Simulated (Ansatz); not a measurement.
C2H4ClFSi can be A, `F[C@H]1C[Si@@H]1Cl`, or B, `F[Si@H]1C[C@@H]1Cl`.

Calculated with Ansatz (gas phase, PBE0-D4/def2-TZVP geometries, no zero-point term in ΔE). CCSD(T)/CBS adds triple-zeta CCSD(T) − MP2 to the extrapolated MP2 energy (def2 sets, frozen cores). Functionals use def2-TZVPP. B3LYP here is the variant with VWN-RPA as its local correlation; programs differ in this.

Which isomer does CCSD(T)/CBS put lower? Give the gap. (Best estimate.)

Computed: B, by 16.5 kcal/mol.

Give E(B) − E(A) in kcal/mol with PBE0-D4, ωB97M-V, B3LYP-D4, MP2/def2-TZVPP, HF/def2-TZVPP, PBE-D4, B2PLYP. (Best estimate.)

The calculation gave: PBE0-D4 -13.4, ωB97M-V -14.6, B3LYP-D4 -14.6, MP2/def2-TZVPP -17.6, HF/def2-TZVPP -15.4, PBE-D4 -12.6, B2PLYP -15.6. None reverses the order clearly.

Largest T1 diagnostic: 0.011.

From PBE to PBE0 (25 % exact exchange), in def2-TZVPP and without D4, E(B) − E(A) moves by −0.8 kcal/mol.
